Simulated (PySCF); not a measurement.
## Dipole moment and polarisability of `[SiH3]CC1=CCc2ccccc21`

Compound: C10H12Si.
Geometry (PBE0-D3(BJ)/def2-SVP, Å), atoms numbered from 1 in this order:
```xyz
23
C10H12Si angstrom
Si     3.2966    1.4655    0.4889
C      2.3650    1.0496   -1.1107
C      1.2133    0.1323   -0.8791
C      1.1699   -1.2084   -1.0608
C     -0.1628   -1.7710   -0.6677
C     -0.9220   -0.5556   -0.2201
C     -2.2194   -0.4227    0.2545
C     -2.6827    0.8501    0.6027
C     -1.8562    1.9686    0.4739
C     -0.5508    1.8407   -0.0033
C     -0.0868    0.5715   -0.3494
H      4.4608    2.3535    0.1792
H      3.8020    0.2069    1.1152
H      2.4063    2.1679    1.4610
H      2.0287    1.9946   -1.5705
H      3.0920    0.5968   -1.8035
H      1.9913   -1.8172   -1.4430
H     -0.6642   -2.2845   -1.5083
H     -0.0756   -2.5221    0.1388
H     -2.8715   -1.2944    0.3562
H     -3.7015    0.9716    0.9786
H     -2.2364    2.9548    0.7507
H      0.0905    2.7204   -0.0989
```

Level: CAM-B3LYP/def2-SVPD (PySCF), static field, nuclei fixed, core orbitals frozen in the response. The polarisability tensor in these axes (au):

```
x   167.05   1.77 -15.49
y     1.77 153.93  14.04
z   -15.49  14.04 102.98
```

Q: Diagonalise the tensor; give its mean and Δα, where Δα² is half the sum of the squared differences of the eigenvalues.

A: Principal values 96.01, 157.21 and 170.74 au; mean 141.32 au = 20.94 Å³ = 23.30 × 10⁻⁴⁰ C²·m²/J; Δα = 68.97 au (49 % of the mean).

Q: What is the dipole moment, and where does it point?

A: (0.03, -0.55, -0.60) D, 0.82 D in size, pointing from the negative to the positive side. Measured along this direction, the outermost atoms are H22 at the negative end and H18 at the positive end.

Q: Orientational against electronic polarisability at 500 K (dilute gas, rigid molecules)?

A: In Gaussian units μ²/3kT = 3.23 Å³ against 20.94 Å³, a ratio of 0.15; the Debye molar polarisation (4π/3)N_A(α + μ²/3kT) is 61.0 cm³/mol, leaving out the vibrational part.

Q: Molar refractivity from α?

A: Lorentz–Lorenz: R = (4π/3)N_A α = 2.5225 cm³/(mol·Å³) × 20.94 Å³ = 52.8 cm³/mol, in the limit of long wavelengths.

Q: What depolarisation ratio follows for Rayleigh scattering of linearly polarised light, taking the static tensor?

A: ρ = 3Δα²/(45ᾱ² + 4Δα²) = 14269.2/(898722 + 19025.7) = 0.0155.

Isolated species at its PBE0-D3(BJ)/def2-SVP geometry (one conformer only).

These values come from a run that also computed excited states. On one thread of an Arm Neoverse N1, no GPU, shared host, this took 4.9 min (with the writing of density and orbital grids) and 1.8 GiB of memory at its peak.
